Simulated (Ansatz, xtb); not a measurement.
Relative energy of two isomers of C4H7ClSi

Structure a is `C=C/C(Cl)=C/[SiH3]`, a singlet and structure b is `[SiH3]/C=C/C=C/Cl`, a singlet. Both are isolated molecules in the gas phase, relaxed with r2SCAN-D4/def2-SVP; the shapes shown needn't be the lowest conformers.

a (Å):

```xyz
13

C     1.6715   -3.3702   -1.4170
C     1.7636   -2.0410   -1.2474
C     0.6673   -1.0822   -1.2818
C     0.7977    0.2520   -1.1060
Cl   -0.9360   -1.7444   -1.5767
Si   -0.6030    1.4922   -1.1477
H     0.7088   -3.8535   -1.6040
H     2.5627   -4.0009   -1.3714
H     2.7411   -1.5801   -1.0611
H     1.8246    0.5970   -0.9265
H    -1.6130    1.2002   -0.0870
H    -1.2893    1.4854   -2.4742
H    -0.0261    2.8483   -0.9075
```

b (Å):

```yaml
atoms:
  - { symbol: C, position_ang: [-1.4992, -1.5789, 0.9685] }
  - { symbol: C, position_ang: [-0.4722, -0.8828, 0.4215] }
  - { symbol: C, position_ang: [-0.0785, 0.4505, 0.8255] }
  - { symbol: C, position_ang: [0.9523, 1.1012, 0.2505] }
  - { symbol: Cl, position_ang: [1.4434, 2.6885, 0.7102] }
  - { symbol: Si, position_ang: [-1.9936, -3.2954, 0.4380] }
  - { symbol: H, position_ang: [-1.8963, -4.2607, 1.5771] }
  - { symbol: H, position_ang: [-3.4094, -3.3231, -0.0451] }
  - { symbol: H, position_ang: [-1.0896, -3.7440, -0.6639] }
  - { symbol: H, position_ang: [-2.0655, -1.0871, 1.7738] }
  - { symbol: H, position_ang: [0.1208, -1.3364, -0.3861] }
  - { symbol: H, position_ang: [-0.6440, 0.9394, 1.6273] }
  - { symbol: H, position_ang: [1.5570, 0.6704, -0.5537] }
```

Quicker runs give these differences E(b) − E(a): GFN2-xTB +7.26 kJ/mol; HF/STO-3G +0.89 kJ/mol (at GFN2-xTB geometries); r2SCAN-D4/def2-SVP//GFN2-xTB +5.63 kJ/mol.

Task: Estimate E(b) − E(a) at the level CCSD(T)/def2-SVP + ΔMP2/def2-TZVPP.

Result: Too close to call at this level: CCSD(T)/def2-SVP + ΔMP2/def2-TZVPP gives E(b) − E(a) = +5.54 kJ/mol.

Level by level:

| level | geometry | E(b) − E(a) (kJ/mol) | departure from the last row (kJ/mol) | job, with rough time for the two |
| --- | --- | --- | --- | --- |
| GFN2-xTB | GFN2-xTB | +7.26 | +1.72 | optimisation, 0.25 s |
| HF/STO-3G | GFN2-xTB | +0.89 | −4.64 | single point, 0.78 s |
| r2SCAN-D4/def2-SVP//GFN2-xTB | GFN2-xTB | +5.63 | +0.10 | single point, 5.2 s |
| r2SCAN-D4/def2-SVP | r2SCAN-D4/def2-SVP | +6.71 | +1.17 | optimisation, 51 s |
| HF/def2-SVP | r2SCAN-D4/def2-SVP | −0.39 | −5.92 | part of the CCSD(T) run |
| MP2/def2-SVP | r2SCAN-D4/def2-SVP | +8.00 | +2.46 | part of the CCSD(T) run |
| CCSD(T)/def2-SVP | r2SCAN-D4/def2-SVP | +6.88 | +1.34 | single point |
| CCSD(T)/def2-SVP + ΔMP2/def2-TZVPP | r2SCAN-D4/def2-SVP | +5.54 |  | single point, 65 s |

As drawn, both hold the same kinds of bond in the same numbers.

HF/STO-3G, HF/def2-SVP find them nearly level. The largest departure from CCSD(T)/def2-SVP + ΔMP2/def2-TZVPP is that of HF/def2-SVP, 5.92 kJ/mol. The last row adds to CCSD(T) the change of the MP2 difference between the two basis sets, here −1.34 kJ/mol.

With thermal terms from frequencies at re-optimised GFN2-xTB minima (ideal gas, soft modes damped towards free rotors, one conformer each, 298.15 K, 1 atm): the zero-point term adds −0.36 kJ/mol; ΔH is +5.79 and ΔG +3.55 kJ/mol.

The correlated steps freeze 14 core orbitals. Run with Ansatz 0.2.0, xtb 6.7.1; the last row on 2 threads of Intel(R) Xeon(R) Platinum 8259CL CPU @ 2.50GHz (Skylake/Cascade Lake) on a shared host.
